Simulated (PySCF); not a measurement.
CH₅InS₂, SMILES [SH][In]([CH3])[SH].

Coordinates come from a B3LYP-D3(BJ)/def2-SVP optimisation. The structure was generated by enumeration; whether it is a known compound was not checked. The def2 effective core potentials stand for the cores of In; spin–orbit coupling is left out. Other conformers were not sampled.

Calculation: TDA-PBE/def2-SVPD (PySCF).

Vertical excitations. 

Task: List the lowest excited states. (The exact figures need the calculation; the answer reports its results.)

Result: 
```json
[
 {"state": "S1", "energy (eV)": "4.00", "λ (nm)": "310", "f": "0.000", "main pairs": "HOMO→LUMO 100 %"},
 {"state": "S2", "energy (eV)": "4.46", "λ (nm)": "278", "f": "0.036", "main pairs": "HOMO−1→LUMO 99 %"},
 {"state": "S3", "energy (eV)": "4.51", "λ (nm)": "275", "f": "0.018", "main pairs": "HOMO→LUMO+1 83 %"},
 {"state": "S4", "energy (eV)": "4.97", "λ (nm)": "250", "f": "0.001", "main pairs": "HOMO−1→LUMO+1 83 %"},
 {"state": "S5", "energy (eV)": "5.27", "λ (nm)": "235", "f": "0.001", "main pairs": "HOMO→LUMO+2 90 %"},
 {"state": "S6", "energy (eV)": "5.30", "λ (nm)": "234", "f": "0.000", "main pairs": "HOMO−2→LUMO+1 92 %"},
 {"state": "S7", "energy (eV)": "5.40", "λ (nm)": "230", "f": "0.000", "main pairs": "HOMO−3→LUMO+1 96 %"},
 {"state": "S8", "energy (eV)": "5.65", "λ (nm)": "219", "f": "0.002", "main pairs": "HOMO−1→LUMO+2 79 %, HOMO→LUMO+3 20 %"},
 {"state": "S9", "energy (eV)": "5.76", "λ (nm)": "215", "f": "0.312", "main pairs": "HOMO−2→LUMO 50 %, HOMO−2→LUMO+2 21 %, HOMO−3→LUMO 11 %"},
 {"state": "S10", "energy (eV)": "5.77", "λ (nm)": "215", "f": "0.057", "main pairs": "HOMO→LUMO+3 78 %, HOMO−1→LUMO+2 20 %"},
 {"state": "T1", "energy (eV)": "3.76", "λ (nm)": "330", "f": "0", "main pairs": "HOMO→LUMO 99 %"},
 {"state": "T2", "energy (eV)": "4.04", "λ (nm)": "307", "f": "0", "main pairs": "HOMO→LUMO+1 99 %"},
 {"state": "T3", "energy (eV)": "4.13", "λ (nm)": "301", "f": "0", "main pairs": "HOMO−1→LUMO 99 %"},
 {"state": "T4", "energy (eV)": "4.34", "λ (nm)": "286", "f": "0", "main pairs": "HOMO−1→LUMO+1 97 %"}
]
```
Triplets are in the Tamm–Dancoff approximation.
